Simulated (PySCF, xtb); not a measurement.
CH3AlClIO, SMILES [Al]([I])([O]C)[Cl].

GFN2-xTB in xtb 6.7.1 at its own geometry gives an orbital gap of 4.04 eV and a dipole moment of 4.77 D.

Geometry: B3LYP-D3(BJ)/def2-SVP. The structure was generated by enumeration; whether it is a known compound was not checked. The def2 effective core potentials stand for the cores of I; spin–orbit coupling is left out. The values are those of a single conformer.

Problem. What does PySCF with r2SCAN/def2-TZVP give? (Estimate from the structure and the level; the computed values follow.)

Solution. gap 5.49 eV (levels -7.14 and -1.65 eV), dipole 1.74 D.
